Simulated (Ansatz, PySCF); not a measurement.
This Ansatz (a first-principles code) input computes a r2SCAN/def2-TZVPD energy:

Ansatz 0.2 input:
```yaml
crystal:
  periodic: [false, false, false]
  atoms:
    - {symbol: Be, position_ang: [-0.90991514, -0.52635867, -0.69382244]}
    - {symbol: C, position_ang: [0.30786388, 0.17809004, 0.23475032]}
    - {symbol: H, position_ang: [0.86726306, -0.57499595, 0.80022571]}
    - {symbol: H, position_ang: [-0.10131557, 0.89286335, 0.95689965]}
    - {symbol: H, position_ang: [1.02652982, 0.71902706, -0.39033749]}
basis:
  gaussian:
    orbitals: def2-TZVPD
hamiltonian:
  xc: {name: r2SCAN}
magnetization: {spin_polarized: true, initial_magnetization: 1}
output: {forces: true}
```

### Question
Write an input for the same energy in PySCF and say what it gives.

### Answer

```python
from pyscf import gto, scf, dft

mol = gto.M(
    atom='''
    Be   -0.90991514   -0.52635867   -0.69382244
    C     0.30786388    0.17809004    0.23475032
    H     0.86726306   -0.57499595    0.80022571
    H    -0.10131557    0.89286335    0.95689965
    H     1.02652982    0.71902706   -0.39033749
    ''',
    basis='def2-tzvpd',
    charge=0,
    spin=1,
    verbose=4,
)

mf = dft.UKS(mol, xc='r2scan').density_fit(auxbasis='def2-universal-jkfit')
mf.grids.level = 4
mf.conv_tol = 1e-9
mf.max_cycle = 100
mf.max_memory = 1500
mf.kernel()
if not mf.converged:
    mf = mf.newton()
    mf.kernel(mf.make_rdm1())
for _ in range(2):
    mo, _, stable, _ = mf.stability(return_status=True)
    if stable:
        break
    mf.kernel(mf.make_rdm1(mo, mf.mo_occ))
mf.analyze()
```
It gives -54.56834 Eh, and Ansatz -54.56830 Eh, a difference of 0.04 mEh, from the treatment of integrals and grids.

It need not be the lowest isomer of its formula.
